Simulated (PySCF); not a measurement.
Correlation energy of Sm(31+) (samarium, charge +31)

[Ar] 3d10 4s2 4p1, 2P determinant. All numbers are calculated (PySCF 2.14, the spin-free X2C one-electron Hamiltonian (Gaussian nucleus), in an uncontracted even-tempered set (19 s from 2.3 bohr⁻², ratio 2.5; 14 p from 3 bohr⁻², ratio 2.5; 8 d from 5.4 bohr⁻², ratio 2.5; 5 f from 16 bohr⁻², ratio 2.7; 4 g from 25 bohr⁻², ratio 2.7)). Frozen: [Ne]; 21 electrons correlated; the 33 highest virtual orbitals of each spin left out.

```tsv
level	correlation energy (mhartree)
CCSD	-995.20
(T)	-2.82
CCSD(T)	-998.02
```

Diagnostics: T1 = 0.0010, D1 = 0.0061, largest double amplitude 0.046.

Question: Is a single reference adequate?

Answer: Yes, within this model without spin-orbit coupling: T1 lies below 0.03 and no double amplitude reaches 0.07.

At this charge the one-electron X2C treatment keeps the bare 1/r₁₂, with no two-electron picture change or Breit term. The effect here is smaller than on the frozen 1s shell; and a scalar Hamiltonian misses the large spin-orbit splitting of the p shells, which matters for ns² → np² pairs.
